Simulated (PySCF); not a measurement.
**Two probes of the same atoms: core binding energy and nuclear shielding**

Species: 3,3,3-trifluoropropanal, C₃H₃F₃O.
Numbering: `[O:1]=[CH:2][CH2:3][C:4]([F:5])([F:6])[F:7]`

Binding energies: delta-SCF UKS SCAN, pcX-2 on the ionised atom, pcseg-1 elsewhere, spin-free X2C (PySCF). Shieldings: GIAO CAM-B3LYP/pcSseg-2, non-relativistic, same geometry.

```json
{"atom": "C2", "C 1s (eV)": "294.54"}
{"atom": "C3", "C 1s (eV)": "292.40"}
{"atom": "C4", "C 1s (eV)": "298.86"}
```

Task: What are the absolute isotropic shieldings of these atoms?

Result: 
| atom | environment | C 1s (eV) | isotropic shielding (ppm) |
| --- | --- | --- | --- |
| C3 | sp3 carbon next to a carbonyl | 292.40 | 128.7 |
| C2 | aldehyde carbon | 294.54 | -24.1 |
| C4 | CF3 carbon | 298.86 | 46.4 |

Task: Among the listed atoms, is the one with the highest binding energy also the least shielded?

Result: No. The highest binding energy is at C4 (298.86 eV, shielding 46.4 ppm), the lowest shielding at C2 (-24.1 ppm, 294.54 eV).

By binding energy: C3 < C2 < C4. By shielding: C2 < C4 < C3.

Spin contamination (⟨S²⟩ against 0.75 for a pure doublet) is marked for C 1s of C2 (0.87), which makes this value less certain. Geometry: PBE0-D3(BJ)/def2-SVP, one conformer, isolated molecule.

The values belong to the conformer `[O:1]=[CH:2][CH2:3][C:4]([F:5])([F:6])[F:7]`: O1–C2–C3–C4 -141°, C2–C3–C4–F5 58°.
